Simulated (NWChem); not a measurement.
# BiHBr2; SMILES [Br][BiH][Br]

```xyz
4

Bi    -0.7540     0.0164     0.0000
H     -0.9054    -1.7828     0.0000
Br     0.9069     0.0060     2.0231
Br     0.9069     0.0060    -2.0231
```
Atoms are numbered in this order, from 1.

Program: NWChem. Medium grid unless said otherwise, to which SCAN and Minnesota functionals are sensitive. Coordinates come from a PBE0/def2-SVP optimisation. def2 effective core potentials on Bi; no spin-orbit coupling.

### Question
Predict the results for MN15-L/def2-SVP. Quantities: highest occupied level (eV); orbital gap (eV); dipole (D).

### Answer
- highest occupied level (eV) = -6.94
- orbital gap (eV) = 4.07
- dipole (D) = 3.91
